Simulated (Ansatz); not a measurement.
bromine monochloride (BrCl), SMILES ClBr.

Coordinates come from a B3LYP-D3(BJ)/def2-TZVP optimisation.

Two levels are set side by side: PBE/def2-TZVPD (Ansatz, a program for electronic structure) and PBE0/def2-TZVPD (Ansatz). Energy differences of separate SCF runs at the same geometry; the states with an electron removed or added have multiplicity 2 and 2. Differences are taken from unrounded values.

```json
[
 {"quantity": "vertical ionisation energy (eV)", "PBE0": "11.02", "PBE": "10.75", "PBE minus PBE0": "-0.27"},
 {"quantity": "vertical electron affinity (eV)", "PBE0": "1.41", "PBE": "1.37", "PBE minus PBE0": "-0.04"},
 {"quantity": "vertical singlet–triplet gap (eV)", "PBE0": "2.35", "PBE": "2.24", "PBE minus PBE0": "-0.11"}
]
```
